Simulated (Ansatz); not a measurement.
## What each rung costs, and what it gives

Saddle point of SnSiNH9, closed shell (SnSiH₆ ([SiH3][SnH3]) + NH₃ → SnNH₅ ([NH2][SnH3]) + SiH₄; bonds formed: Sn1–N7, Si2–H6; bonds broken: Sn1–Si2, H6–N7), PBE0-D4/def2-TZVP structure:

```
atom    x (Å)    y (Å)    z (Å)
 Sn1  -1.1747   0.4745  -1.0705
 Si2   0.5514  -1.2782   1.3531
  H3  -0.9509  -1.0109  -1.8434
  H4  -2.1458   0.5222   0.3111
  H5  -1.6491   1.6825  -2.1907
  H6   0.9144   0.3645   0.2258
  N7   0.7640   1.2375  -0.5625
  H8   0.3254  -0.9491   2.8040
  H9   1.7370  -2.2028   1.3800
 H10  -0.5917  -2.2187   1.0534
 H11   1.4482   1.2128  -1.3155
 H12   0.7719   2.1658  -0.1446
```

Barriers are electronic and count from the start structure reached by relaxing down the imaginary mode.

Program: Ansatz 0.2.0. Basis: as named in each row. Cores are frozen in the correlated methods. Filled d shells of the heavier atoms are correlated. Core potentials replace the inner electrons of the atoms past krypton. The def2 sets are not built for correlating such inner shells, so the correlated values are less sure here. B3LYP uses VWN-RPA correlation. Extrapolation: Hartree–Fock as exp(−7.88 √X), correlation as X^−2.97.

Times are rough, for one single point on 8 threads of a shared host (AMD EPYC 9R45).

The estimate by CCSD(T) at an estimated basis limit (MP2 extrapolated from triple and quadruple zeta, plus CCSD(T) − MP2 in triple zeta) is 204.9 kJ/mol.

```json
{"method": "SPW92", "basis": "def2-SVP", "time (s)": "under 1", "barrier (kJ/mol)": "151.0", "method less estimate": "-53.9"}
{"method": "PBE-D4", "basis": "def2-SVP", "time (s)": "under 1", "barrier (kJ/mol)": "172.6", "method less estimate": "-32.3"}
{"method": "PBE0-D4", "basis": "def2-SVP", "time (s)": "under 1", "barrier (kJ/mol)": "192.3", "method less estimate": "-12.6"}
{"method": "SPW92", "basis": "def2-TZVPP", "time (s)": "under 1", "barrier (kJ/mol)": "154.5", "method less estimate": "-50.5"}
{"method": "PBE-D4", "basis": "def2-TZVPP", "time (s)": "under 1", "barrier (kJ/mol)": "172.8", "method less estimate": "-32.1"}
{"method": "BLYP-D4", "basis": "def2-TZVPP", "time (s)": "under 1", "barrier (kJ/mol)": "180.3", "method less estimate": "-24.6"}
{"method": "B3LYP-D4", "basis": "def2-TZVPP", "time (s)": "under 1", "barrier (kJ/mol)": "194.8", "method less estimate": "-10.1"}
{"method": "BHLYP-D4", "basis": "def2-TZVPP", "time (s)": "under 1", "barrier (kJ/mol)": "214.3", "method less estimate": "9.4"}
{"method": "PBE0-D4", "basis": "def2-TZVPP", "time (s)": "under 1", "barrier (kJ/mol)": "190.3", "method less estimate": "-14.6"}
{"method": "CAM-B3LYP-D4", "basis": "def2-TZVPP", "time (s)": "under 1", "barrier (kJ/mol)": "202.5", "method less estimate": "-2.4"}
{"method": "r2SCAN-D4", "basis": "def2-TZVPP", "time (s)": "under 1", "barrier (kJ/mol)": "188.6", "method less estimate": "-16.3"}
{"method": "wB97M-V", "basis": "def2-SVP", "time (s)": "under 1", "barrier (kJ/mol)": "201.5", "method less estimate": "-3.4"}
{"method": "r2SCAN0-D4", "basis": "def2-TZVPP", "time (s)": "under 1", "barrier (kJ/mol)": "200.5", "method less estimate": "-4.4"}
{"method": "CCSD(T)", "basis": "def2-SVP", "time (s)": "1", "barrier (kJ/mol)": "214.6", "method less estimate": "9.7"}
{"method": "B2PLYP", "basis": "def2-TZVPP", "time (s)": "1", "barrier (kJ/mol)": "202.8", "method less estimate": "-2.1"}
{"method": "PBE-QIDH", "basis": "def2-TZVPP", "time (s)": "1", "barrier (kJ/mol)": "204.6", "method less estimate": "-0.3"}
{"method": "B97M-V", "basis": "def2-TZVPP", "time (s)": "2", "barrier (kJ/mol)": "193.3", "method less estimate": "-11.6"}
{"method": "wB97X-V", "basis": "def2-TZVPP", "time (s)": "2", "barrier (kJ/mol)": "208.0", "method less estimate": "3.1"}
{"method": "RPA on PBE", "basis": "def2-TZVPP", "time (s)": "2", "barrier (kJ/mol)": "203.2", "method less estimate": "-1.7"}
{"method": "wB97M-V", "basis": "def2-TZVPP", "time (s)": "2", "barrier (kJ/mol)": "204.0", "method less estimate": "-0.9"}
{"method": "MP2", "basis": "def2-QZVPP", "time (s)": "4", "barrier (kJ/mol)": "206.5", "method less estimate": "1.6"}
{"method": "CCSD(T)", "basis": "def2-TZVPP", "time (s)": "25", "barrier (kJ/mol)": "205.4", "method less estimate": "0.5"}
```

All methods are single points on the PBE0-D4 structures.

No T1 diagnostic of these runs exceeds 0.014.

Labels in which every atom is bracketed show which atoms are joined, not bond orders.
